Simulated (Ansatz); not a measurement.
Wavefunction ladder for CH4ClFMoO2S (`C[O][Mo]([OH])([F])(=[S])[Cl]`)

| atom | x (Å) | y (Å) | z (Å) |
| --- | --- | --- | --- |
| C1 | 0.1424 | -0.1136 | -1.8336 |
| O2 | 0.5838 | 0.4978 | -0.6561 |
| Mo3 | 0.0392 | 0.4623 | 1.0857 |
| O4 | 0.2811 | -1.4117 | 0.9198 |
| F5 | -1.0526 | -0.0867 | 2.5045 |
| S6 | 1.6144 | 1.3817 | 2.0891 |
| Cl7 | -1.6026 | 1.9903 | 0.6414 |
| H8 | 0.0167 | -1.1868 | -1.6566 |
| H9 | -0.8157 | 0.3234 | -2.1346 |
| H10 | 0.8849 | 0.0526 | -2.6157 |
| H11 | -0.0915 | -1.9093 | 1.6561 |

Total charge 0; spin multiplicity 1. Correlated methods include outer-core shells of Mo, which these sets cover unevenly. Mo takes the def2 core potential. All single points use the PBE0-D4/def2-TZVP geometry. It is one conformer, not always the lowest. Frozen core, restricted reference, Ansatz 0.2.0.

```csv
basis,HF (Eh),MP2 corr.,CCSD corr.,(T),CCSD(T) total
def2-SVP,-1213.47515,-1.44526,-1.40557,-0.06891,-1214.94963
def2-TZVPP,-1214.16648,-1.90616,-1.85433,-0.10800,-1216.12881
def2-QZVPP,-1214.21009,-2.06199,–,–,–
```
